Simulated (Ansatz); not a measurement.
H₂O₃S, SMILES O=[SH](=O)O.

Geometry: PBE-D3(BJ)/def2-SVP. Other conformers were not sampled.

Two levels are set side by side: PBE/def2-SVPD (Ansatz, a quantum-chemistry and plane-wave program) and PBE0/def2-SVPD (Ansatz). Energy differences of separate SCF runs at the same geometry; the states with an electron removed or added have multiplicity 2 and 2. Differences are taken from unrounded values.

```json
[
 {"quantity": "vertical ionisation energy (eV)", "PBE0": "12.19", "PBE": "11.80", "PBE minus PBE0": "-0.40"},
 {"quantity": "vertical singlet–triplet gap (eV)", "PBE0": "7.36", "PBE": "6.86", "PBE minus PBE0": "-0.50"}
]
```
